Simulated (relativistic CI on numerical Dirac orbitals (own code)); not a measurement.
Calculated at this level of theory: Dirac-Coulomb-Breit CI, orbitals from a KLI potential per configuration, model QED, unscaled Slater integrals (own radial code, finite nucleus).

The strongest absorption lines from the ground level of an ion, among the configurations computed and to levels below about 14000 eV (vacuum wavelength in nm, gf): 0.10815 (0.66), 0.12552 (1.2), 0.12559 (1.6), 0.12559 (0.5), 0.12720 (0.79), 0.14162 (1.8), 0.14216 (2.2), 0.14218 (2.6).

(1) Which ion is it?
A. Ho⁵⁸⁺
B. Ir⁶⁸⁺
C. Hf⁶³⁺
D. Hf⁶⁵⁺

Answers

(1) C. Hf⁶³⁺ has 9 electrons and the ground level 2s2.2p5 2P°_3/2; the strongest line goes to 2s2.2p4.3d 2D_5/2. The pattern of lines fixes the number of electrons, and along that sequence the line energies rise steadily with the charge (about as its square where n changes within one kind of shell, about linearly where n is kept but much faster in heavy ions where fine structure, which grows about as Z⁴, sets the gap, and irregularly where shells cross), which fixes Z. Configurations outside the model, such as inner-shell arrays, can give stronger lines. At this charge energies of transitions that change n are usually good to better than 1 %, and those within a shell (Δn = 0) to a few per cent.

LS names give the leading component of a level, which can be under half, so a name can repeat, a term be missing and a line seem to break the LS rules.
